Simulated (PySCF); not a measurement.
# Excitation energy of Sr by level of theory

Sr [Kr] 5s2 (1S) → Sr [Kr] 5s1 5p1 (3P), as a difference of total energies. All numbers are calculated (PySCF 2.14, scalar relativity through the core potential, in def2-QZVPPD with the def2 core potential (28 electrons) (7s5p4d3f, 63 functions)). Correlated levels: valence and next inner shell: nothing frozen outside the core potential. The calculations carry no spin-orbit coupling.

```json
{"method": "UHF", "excitation energy (cm⁻¹)": "7836.2", "error (cm⁻¹)": "-6866"}
{"method": "MP2 (valence and next inner shell)", "excitation energy (cm⁻¹)": "14317", "error (cm⁻¹)": "-386"}
{"method": "SCS-MP2 (valence and next inner shell)", "excitation energy (cm⁻¹)": "14807", "error (cm⁻¹)": "+104"}
{"method": "CCSD (valence and next inner shell)", "excitation energy (cm⁻¹)": "14044", "error (cm⁻¹)": "-658"}
{"method": "CCSD(T) (valence and next inner shell)", "excitation energy (cm⁻¹)": "14582", "error (cm⁻¹)": "-121"}
```

Reference: 14703 cm⁻¹ (measured; NIST levels, between the centres of gravity of the two terms).

Errors of the correlated levels include the incompleteness of this basis.
